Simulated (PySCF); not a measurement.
Species: C2H8N2Si2.
Z-matrix (Å and degrees, PBE0-D3(BJ)/def2-SVP geometry), rows numbered from 1:
```
C 
C   1  1.3388
Si  2  1.8656  1  121.09
N   3  1.7492  2  113.67  1     4.29
Si  4  1.7474  3   93.50  2  -118.99
N   5  1.7442  4   86.63  3     0.62
H   1  1.0964  2  120.72  3     1.32
H   1  1.0961  2  122.58  3  -178.83
H   2  1.0986  1  118.43  3   178.05
H   3  1.4977  2  108.00  1   134.59
H   4  1.0089  3  132.32  2    74.94
H   5  1.4984  4  115.20  3  -116.57
H   5  1.4984  4  116.11  3   117.73
H   6  1.0086  3  132.65  2   -53.97
```

Computed, not measured: PBE0-D3(BJ)/def2-SVP geometry optimisation, gas phase (PySCF).

Masses are those of the commonest isotopes; rigid-rotor values at the optimised geometry. The values belong to one conformer with, in the numbering `[CH2:1]=[CH:2][SiH:3]1[NH:4][SiH2:5][NH:6]1`, C1–C2–Si3–N4 4°.

Problem. What are A, B and C (MHz)?

Solution. Ia = 105.78, Ib = 313.47, Ic = 343.02 u·Å²; 505379 MHz·u·Å²/I gives A = 4778, B = 1612, C = 1473 MHz.

Problem. Classify the top.

Solution. A near-prolate asymmetric top. Ray's parameter κ = (2B − A − C)/(A − C) = -0.916; −1 is the prolate and +1 the oblate limit.

Problem. Is it planar, by Δ = Ic − Ia − Ib?

Solution. Not planar: Δ = Ic − Ia − Ib = -76.22 u·Å². For a rigid frame Δ = −2 Σ m c², so Σ m c² = 38.11 u·Å² lies off the ab plane: 10.30 from hydrogen and 27.80 from heavier atoms. The atom farthest from that plane is 1.69 Å away.

Problem. Give the other two planar moments, Paa and Pbb, and the rms extents of the mass along the axes.

Solution. Paa = Σ m a² = (Ib + Ic − Ia)/2 = 275.36 and Pbb = Σ m b² = (Ia + Ic − Ib)/2 = 67.67 u·Å². With the mass M = 116.02 u, the rms extents √(P/M) along a, b and c are 1.54, 0.76, 0.57 Å.

Problem. Give the coordinates in the principal-axis frame, origin at the centre of mass.

Solution. The sense of each axis is arbitrary; atoms in the order of the calculation.
```csv
atom,mass (u),a (Å),b (Å),c (Å)
C1,12.000,2.512,-0.913,-0.522
C2,12.000,2.105,0.319,-0.191
Si3,27.977,0.407,0.615,0.522
N4,14.003,-0.500,-0.854,0.808
Si5,27.977,-1.781,-0.405,-0.292
N6,14.003,-0.871,1.052,-0.595
H7,1.008,1.844,-1.774,-0.400
H8,1.008,3.510,-1.117,-0.925
H9,1.008,2.808,1.154,-0.319
H10,1.008,0.550,1.538,1.692
H11,1.008,-0.430,-1.567,1.518
H12,1.008,-3.127,-0.218,0.339
H13,1.008,-1.981,-1.305,-1.474
H14,1.008,-0.954,1.781,-1.286
```

Problem. Where do the levels up to J = 3 lie, in MHz?

Solution. Above 0(0,0):
J = 1: 1(0,1) 3086, 1(1,1) 6251, 1(1,0) 6390
J = 2: 2(0,2) 9252, 2(1,2) 12283, 2(1,1) 12700, 2(2,1) 22197, 2(2,0) 22201
J = 3: 3(0,3) 18491, 3(1,3) 21329, 3(1,2) 22162, 3(2,2) 31453, 3(2,1) 31476, 3(3,1) 47632, 3(3,0) 47632
Those of J = 1 are B + C, A + C and A + B.

Problem. Predict some low-J microwave lines.

Solution. The dipole components are |μa| = 0.57 D, |μb| = 0.14 D, |μc| = 0.24 D. The squared components, which scale the intensities, stand as 1.00 : 0.06 : 0.17 (a : b : c). Some lines, for components of 0.1 D or more:

| type | branch | J(Ka,Kc) | MHz | lower level (cm⁻¹) |
| --- | --- | --- | --- | --- |
| a | Q | 2(1,1) ← 2(1,2) | 417 | 0.410 |
| b | R | 2(0,2) ← 1(1,1) | 3001 | 0.209 |
| c | Q | 2(1,2) ← 2(0,2) | 3031 | 0.309 |
| a | R | 1(0,1) ← 0(0,0) | 3086 | 0.000 |
| c | Q | 1(1,1) ← 1(0,1) | 3166 | 0.103 |
| b | Q | 1(1,0) ← 1(0,1) | 3305 | 0.103 |
| b | Q | 2(1,1) ← 2(0,2) | 3448 | 0.309 |
| a | R | 2(1,2) ← 1(1,1) | 6032 | 0.209 |
| a | R | 2(0,2) ← 1(0,1) | 6167 | 0.103 |
| b | R | 1(1,1) ← 0(0,0) | 6251 | 0.000 |
| a | R | 2(1,1) ← 1(1,0) | 6310 | 0.213 |
| c | R | 1(1,0) ← 0(0,0) | 6390 | 0.000 |
| b | R | 2(1,2) ← 1(0,1) | 9198 | 0.103 |
| c | Q | 2(2,1) ← 2(1,1) | 9497 | 0.424 |
| b | Q | 2(2,0) ← 2(1,1) | 9501 | 0.424 |
| c | R | 2(1,1) ← 1(0,1) | 9615 | 0.103 |
| b | Q | 2(2,1) ← 2(1,2) | 9914 | 0.410 |
| b | R | 2(2,1) ← 1(1,0) | 15807 | 0.213 |
| c | R | 2(2,0) ← 1(1,0) | 15811 | 0.213 |
| c | R | 2(2,1) ← 1(1,1) | 15946 | 0.209 |
| b | R | 2(2,0) ← 1(1,1) | 15950 | 0.209 |

No PBE0-D3(BJ)/def2-SVP frequencies stand behind this structure, so it isn't proved a minimum. Constants of a rigid frame at the computed geometry: no zero-point averaging, no centrifugal distortion. Quadrupole hyperfine structure (14N) is left out.

Hardware: one thread of an Arm Neoverse V2, no GPU, shared host with 192 logical CPUs at a one-minute load of 104. Cost: 1.7 min wall, 0.52 GiB resident at most. That covers the optimisation of the geometry.
